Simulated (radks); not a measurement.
Q: The lutetium ion Lu35+, [Kr]. All-electron calculation, non-relativistic Kohn-Sham, exchange-only LDA, spin-polarised, spherical densities, point nucleus. Program: a radial shooting solver on a logarithmic mesh with Libxc functionals. Every spin shell is full or empty, so the densities are truly spherical. Functionals are evaluated on that one density, not self-consistently. Rank these orbital-free kinetic functionals by their error against the exact value of the orbitals, and give that value: Thomas-Fermi, von Weizsacker, TF + vW, TF + vW/9, TF + vW/5, LC94, APBEK, revAPBEK, Perdew 92, Thakkar, Pearson, LKT, PG1, DePristo-Kress, Ernzerhof.

A: Exact: 13145.6 hartree. From best to worst, with 100 (|E| - |E exact|)/|E exact| (equal figures are ties): LC94 -0.01, APBEK +0.03, DePristo-Kress -0.19, revAPBEK +0.19, Ernzerhof -0.47, Thakkar -0.71, Perdew 92 -0.73, TF + vW/9 -0.74, Pearson -0.96, TF + vW/5 +2.75, Thomas-Fermi -5.10, PG1 +14.05, LKT +17.92, TF + vW +34.18, von Weizsacker -60.72.
